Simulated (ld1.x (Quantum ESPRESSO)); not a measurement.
Plane-wave convergence, TM potential for Mg

```json
{
 "Element": "magnesium",
 "Generator": "ld1.x (Quantum ESPRESSO) 7.5",
 "Type": "norm-conserving Troullier–Martins (Kleinman–Bylander form)",
 "Functional": "PBE",
 "Relativity": "scalar-relativistic",
 "Frozen core": "[He] 2s2",
 "Valence charge": "8",
 "Reference configuration": "2p6 3s1 3p1",
 "Partial waves": "2p (bound): rc 1.15 bohr; 3s (bound): rc 2.75 bohr",
 "Local potential": "the s channel",
 "Core correction": "none"
}
```

Occupied shells without a wave of their own: 3p. They enter only through the test configuration that unscreens the potential.

The pseudo-atom Hamiltonian at the reference potential is diagonalised in spherical Bessel functions j_l(qr) that vanish at 20 bohr, with q² up to the cutoff. All-electron valence levels (Ry): 2p -3.5776, 3p -0.1522, 3s -0.4168.

Task: How do the lowest levels (Ry) of each channel move with the cutoff, and are there ghosts?

Result:

```csv
cutoff (Ry),p #1,p #2,p #3,s #1,s #2,d #1,d #2,f #1,f #2,Σ f·Δε (mRy)
8,-0.1746,0.0162,0.1286,-0.4160,-0.0262,0.0289,0.1131,0.0901,0.2094,20477.4
21,-0.2607,-0.0001,0.1005,-0.4168,-0.0263,0.0289,0.1130,0.0901,0.2094,20017.9
50,-2.5198,-0.1085,0.0312,-0.4168,-0.0263,0.0289,0.1130,0.0901,0.2094,6354.6
90,-3.5173,-0.1159,0.0292,-0.4168,-0.0263,0.0289,0.1130,0.0901,0.2094,362.3
180,-3.5769,-0.1162,0.0291,-0.4168,-0.0263,0.0289,0.1130,0.0901,0.2094,4.3
350,-3.5776,-0.1162,0.0291,-0.4168,-0.0263,0.0289,0.1130,0.0901,0.2094,0.0
400,-3.5776,-0.1162,0.0291,-0.4168,-0.0263,0.0289,0.1130,0.0901,0.2094,0.0
```

Result: no extra level below or beside the all-electron valence levels (p, s, d, f tested); 10 mRy is reached at 140 Ry and 1 mRy at 260 Ry.

The potential misses its own reference levels by up to 0.5 eV. Its largest configuration-test error is +1475 meV.
